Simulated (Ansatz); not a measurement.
`[CH3][W](=[S])(=[S])[Cl]`. Charge 0, multiplicity 1. Correlated methods include outer-core shells of W, which these sets cover unevenly. W takes the def2 core potential.

```xyz
8

C     0.9121    0.6727    0.0394
W    -0.7656   -0.5696   -0.0363
S    -1.1017   -1.1167    1.9768
S    -2.3197    0.6922   -0.7130
Cl   -0.3717   -2.3211   -1.3926
H     1.7540    0.0831    0.4180
H     0.7692    1.5401    0.6856
H     1.1234    1.0193   -0.9780
```

Task: Give the diagnostics of a CCSD(T)/def2-TZVPP run (frozen core, the Gaussian-basis code of Ansatz). (An estimate is asked.)

Result: Computed: T1 = 0.0223, largest single amplitude 0.061, largest double 0.059, (T) share of the correlation energy 6.2 %, 14 CCSD cycles. The RHF solution is stable towards an unrestricted one. T1 lies over the customary mark of 0.02 for closed shells; compounds of d metals often pass it without a breakdown.
